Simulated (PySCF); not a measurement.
Compound: C6H12AlNS.
Geometry (PBE0-D3(BJ)/def2-SVP, Å), atoms numbered from 1 in this order:
```xyz
21
C6H12AlNS angstrom
C     -1.7395    0.5048   -1.4975
N     -1.8125   -0.3830   -0.3320
C     -1.8743    0.3566    0.9340
Al    -0.2779   -1.7665   -0.3215
C      1.2715   -0.5800   -0.0182
C      1.8721   -0.2318    1.1793
C      2.9358    0.7076    1.0587
C      3.1511    1.0837   -0.2427
S      2.0626    0.2782   -1.2972
H     -0.7941    1.0649   -1.4587
H     -1.7430   -0.0965   -2.4162
H     -2.5806    1.2173   -1.5177
H     -2.6573   -0.9529   -0.4123
H     -0.9400    0.9218    1.0585
H     -1.9585   -0.3537    1.7676
H     -2.7282    1.0535    0.9541
H     -0.7110   -2.6427    0.9529
H     -0.4541   -2.3727   -1.7965
H      1.5554   -0.6558    2.1357
H      3.5218    1.0859    1.8985
H      3.8993    1.7770   -0.6265
```

Method: PySCF 2.14.0, PBE0-D3(BJ)/def2-SVP geometry optimisation, gas phase.

**Question.** Which atoms are bound to Al4, and at what distances?

**Answer.** 4 atoms: H18 1.604 Å, H17 1.606 Å, C5 1.975 Å, N2 2.066 Å. The nearest atom not counted as bound is H13, at 2.52 Å.

**Question.** List the angles at Al4.

**Answer.** 
| angle | degrees | distance of the outer atoms (Å) |
| --- | --- | --- |
| H17–Al4–H18 | 119.6 | 2.77 |
| C5–Al4–H18 | 117.0 | 3.06 |
| C5–Al4–H17 | 114.7 | 3.02 |
| N2–Al4–C5 | 100.4 | 3.11 |
| N2–Al4–H17 | 99.7 | 2.82 |
| N2–Al4–H18 | 99.6 | 2.82 |

**Question.** What is the shape at Al4?

**Answer.** Distorted tetrahedral: angles from 99.6° to 119.6°; τ4 = (360° − α − β)/141° = 0.88 with α and β the two widest (0 for a square, 1 for a tetrahedron).

**Question.** What are the other bond lengths?

**Answer.** C1–N2, N2–C3 1.467 Å; C5–C6 1.384 Å; C6–C7 1.424 Å; C7–C8 1.372 Å; C8–S9 1.716 Å; C5–S9 1.732 Å. (A selection.)

**Question.** Give some angles away from the centre.

**Answer.** C1–N2–C3 112.5°, C1–N2–Al4 111.9°, Al4–C5–C6 128.6°, Al4–C5–S9 122.9°, C6–C5–S9 108.4°, C5–C6–C7 114.6°, C6–C7–C8 112.2°, C7–C8–S9 110.8°, C5–S9–C8 93.9°.

**Question.** What are the rotational constants (commonest isotopes, rigid rotor)?

**Answer.** A = 1932, B = 734.8, C = 702.6 MHz: a near-prolate asymmetric top.

Point group: C1 (no symmetry element, even within 0.4 Å). Charge 0, singlet. Stationary, but not proved a minimum.

Cost: about 16 min of CPU time on one thread; the machine was shared, so the figure is rough. These figures are those of the optimisation.

One conformer stands for the species.
